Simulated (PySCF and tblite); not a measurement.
Values are calculated unless marked as measured or tabulated.
C₆H₅F₃O, numbered as in [F:1][CH2:2][c:3]1[cH:4][cH:5][o:6][c:7]1[CH:8]([F:9])[F:10].

Conformers came from 90 starts (ETKDG and KDG, MMFF94s, GFN2-xTB); geometries are GFN2-xTB. Energies: B3LYP-D3(BJ)/def2-SVP (IEF-PCM, methanol), with GFN2-xTB thermal terms (modes under about 100 cm⁻¹ blended into free rotors). Symmetry numbers and mirror images are counted. Conformers within 2.5 kcal/mol (GFN2-xTB free energy) were kept, 4 at most. Codes: tblite and PySCF.

Torsions listed: F1–C2–C3–C4, O6–C7–C8–F9. Of a mirror pair one member is shown.

```tsv
conformer	shape	symmetry	dipole D
1	-153°, -71°	C1 (pair)	4.76
2	0°, 122°	Cs	2.24
```

Which of these conformers is the most populated at 298.15 K, and with what share?

Conformer 1, about 81 %.

Give the DFT energies and free energies relative to the lowest, and all weights.


```tsv
conformer	shape	E(DFT) kcal/mol	G(298.15 K) kcal/mol	weight %
1	-153°, -71°	0.00	0.00	80.8
2	0°, 122°	0.62	0.85	19.2
```

How does its share change from 250 K to 350 K?

From 83 % to 79 %; the mixing entropy goes from 2.05 to 2.11 cal/(mol K).

The minima are those of GFN2-xTB; planar forms about aryl–S or allylic bonds may be saddles in DFT.


Conformer gaps in def2-SVP on xTB geometries can be 2 kcal/mol too large for S=O, P=O and other polar bonds.